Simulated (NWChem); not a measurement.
System: C$_{2}$H$_{6}$FIn; SMILES [CH3][In]([CH3])[F]

Excerpt of the output:

```
             Northwest Computational Chemistry Package (NWChem) 7.3.0
             --------------------------------------------------------

 C2  symmetry detected

                             Geometry "geometry" -> ""
                             -------------------------

 Output coordinates in angstroms (scale by  1.889725989 to convert to a.u.)

  No.       Tag          Charge          X              Y              Z
 ---- ---------------- ---------- -------------- -------------- --------------
    1 In                  49.0000     0.00000000     0.00000000    -0.08613612
    2 F                    9.0000     0.00000000     0.00000000     1.90243707
    3 C                    6.0000    -2.15930502    -0.00007446    -0.69085361
    4 H                    1.0000    -2.37229523    -0.87502441    -1.29862831
    5 H                    1.0000    -2.38463346     0.90651075    -1.24569990
    6 H                    1.0000    -2.72041370    -0.03086486     0.23881810
    7 C                    6.0000     2.15930502     0.00007446    -0.69085361
    8 H                    1.0000     2.37229523     0.87502441    -1.29862831
    9 H                    1.0000     2.38463346    -0.90651075    -1.24569990
   10 H                    1.0000     2.72041370     0.03086486     0.23881810

 Effective nuclear repulsion energy (a.u.)     365.2986195316

      Symmetry information
      --------------------

 Group name             C2
 Group number              4
 Group order               2
 No. of unique centers     6

                                Z-matrix (autoz)
                                --------

 Units are Angstrom for bonds and degrees for angles

[...]

      ----------------------
      Optimization converged
      ----------------------

  Step       Energy      Delta E   Gmax     Grms     Xrms     Xmax
  ---- ---------------- -------- -------- -------- -------- --------
@    7    -369.47110928 -2.4D-07  0.00009  0.00002  0.00029  0.00055
                                     ok       ok       ok       ok

                                Z-matrix (autoz)
                                --------

 Units are Angstrom for bonds and degrees for angles

      Type          Name      I     J     K     L     M      Value     Gradient
      ----------- --------  ----- ----- ----- ----- ----- ---------- ----------
    1 Stretch                  1     2                       2.00441   -0.00009
    2 Stretch                  1     3                       2.16541   -0.00002
    3 Stretch                  1     7                       2.16541   -0.00002
    4 Stretch                  3     4                       1.10715   -0.00001
    5 Stretch                  3     5                       1.10728   -0.00001
    6 Stretch                  3     6                       1.10568   -0.00002
    7 Stretch                  7     8                       1.10715   -0.00001
    8 Stretch                  7     9                       1.10728   -0.00001
    9 Stretch                  7    10                       1.10568   -0.00002
   10 Bend                     1     3     4               109.98742    0.00000
   11 Bend                     1     3     5               109.77017    0.00000
   12 Bend                     1     3     6               108.38859   -0.00002
   13 Bend                     1     7     8               109.98742    0.00000
   14 Bend                     1     7     9               109.77017    0.00000
   15 Bend                     1     7    10               108.38859   -0.00002
   16 Bend                     2     1     3               109.00195    0.00000
   17 Bend                     2     1     7               109.00195    0.00000
   18 Bend                     3     1     7               141.99611   -0.00000
   19 Bend                     4     3     5               108.85585   -0.00001
   20 Bend                     4     3     6               109.96148    0.00001
   21 Bend                     5     3     6               109.86922    0.00001
   22 Bend                     8     7     9               108.85585   -0.00001
   23 Bend                     8     7    10               109.96148    0.00001
   24 Bend                     9     7    10               109.86922    0.00001
   25 Torsion                  2     1     3     4        -121.96687   -0.00000
   26 Torsion                  2     1     3     5         118.28576    0.00001
   27 Torsion                  2     1     3     6          -1.71982    0.00000
   28 Torsion                  2     1     7     8        -121.96687   -0.00000
   29 Torsion                  2     1     7     9         118.28576    0.00001
   30 Torsion                  2     1     7    10          -1.71982    0.00000
   31 Torsion                  3     1     7     8          58.03313   -0.00000
   32 Torsion                  3     1     7     9         -61.71424    0.00001
   33 Torsion                  3     1     7    10         178.28018    0.00000
   34 Torsion                  4     3     1     7          58.03313   -0.00000
   35 Torsion                  5     3     1     7         -61.71424    0.00001
   36 Torsion                  6     3     1     7         178.28018    0.00000

[...]
```

Level: PBE-D3(BJ)/def2-SVP with def2 effective core potentials on In. Not confirmed as a minimum by frequencies. def2 effective core potentials on In; no spin-orbit coupling.

Reconstruct the input file.

Several could match; the one computed here: the input that was run:
```
start job
memory heap 200 mb stack 900 mb global 1100 mb
geometry units angstroms
  In    -0.115042    -0.018794     0.005744
  F      1.845099     0.301731    -0.091903
  C     -0.395850    -1.569973     1.600482
  H     -0.890521    -2.442693     1.183406
  H     -0.985860    -1.156787     2.413925
  H      0.605059    -1.820198     1.940555
  C     -1.026408     1.337558    -1.529862
  H     -1.729937     2.014478    -1.053292
  H     -1.530252     0.745623    -2.288992
  H     -0.194512     1.887286    -1.960940
end
basis spherical
  * library def2-svp
end
ecp
  In library def2-ecp
end
dft
  xc xpbe96 cpbe96
  disp vdw 4
  iterations 150
end
driver
  maxiter 120
end
task dft optimize
```
